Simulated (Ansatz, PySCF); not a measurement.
Process, species as SMILES: FCl → F atom + Cl atom (the Cl-F bond at the site shown breaks; other sites are not compared here)
Each molecule is optimised on its own at B3LYP-D3(BJ)/def2-TZVP (Ansatz, a quantum-chemistry and plane-wave program).

Property: bond dissociation energy (enthalpy at 298 K, with B3LYP-D3(BJ) rigid-rotor harmonic-oscillator terms from PySCF), in kcal/mol. Cores are frozen in the correlated levels unless marked. UHF or UKS for open shells. No spin-orbit coupling. Non-relativistic. CBS marks a two-point X^-3 extrapolation of the correlation energy; Hartree-Fock from the larger set (for Q and 5 zeta extrapolated as (X+1)exp(-9√X)).

From measured enthalpies of formation at 298 K: 61.3 kcal/mol (FCl -13.3, ATcT 1.112; F atom 19.0, ATcT 1.112; Cl atom 29.0, ATcT 1.112). It holds spin-orbit effects, which the calculations lack, and core correlation, which the frozen-core levels lack.

| level | program | bond dissociation energy (kcal/mol) | error against measurement |
|---|---|---|---|
| HF/cc-pV(5+d)Z | Ansatz | 7.8 | -53.5 |
| CAM-B3LYP-D4/def2-TZVPD | Ansatz + dftd4 | 60.7 | -0.6 |
| B2GP-PLYP-D3(BJ)/def2-TZVPD | Ansatz + dftd3 | 57.9 | -3.4 |
| MP2/CBS(cc-pV(Q+d)Z,cc-pV(5+d)Z) | Ansatz | 68.8 | 7.5 |
| SCS-MP2/6-31G* | Ansatz | 51.3 | -10.0 |
| CCSD/aug-cc-pV(Q+d)Z | Ansatz | 55.6 | -5.7 |
| CCSD(T)/CBS(cc-pV(Q+d)Z,cc-pV(5+d)Z) | Ansatz | 62.3 | 1.0 |
